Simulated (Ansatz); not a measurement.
`C[SiH2][SiH](O)O` from Hartree–Fock to CCSD(T)

Cartesian coordinates in Å:
```
C 1.190 -1.464 -1.113
Si 0.815 0.349 -0.802
Si -0.722 0.601 0.941
O -1.951 -0.438 0.584
O -1.203 2.178 0.997
H 0.271 -2.002 -1.353
H 1.887 -1.582 -1.945
H 1.633 -1.927 -0.228
H 0.256 0.982 -2.030
H 2.062 1.084 -0.445
H -0.190 0.257 2.298
H -2.630 -0.589 1.243
H -1.416 2.550 1.853
```

Total charge 0; spin multiplicity 1. The geometry is a stationary point of PBE0-D4/def2-TZVP. It is one conformer, not always the lowest. Frozen core, restricted reference, Ansatz 0.2.0. CBS rows extrapolate triple and quadruple zeta; past MP2 they add the triple-zeta difference.

```
     basis     HF (Eh)  MP2 corr.
def2-TZVPP  -770.33510   -0.90776
def2-QZVPP  -770.36291   -0.97794
```

(1) Estimate the CCSD correlation energy and the (T) correction in each basis where they were run (hartree).

Answers

(1) 
```
     basis  CCSD corr.       (T)
def2-TZVPP    -0.95691  -0.03399
 CBS(def2)    -1.07907     as TZ
```
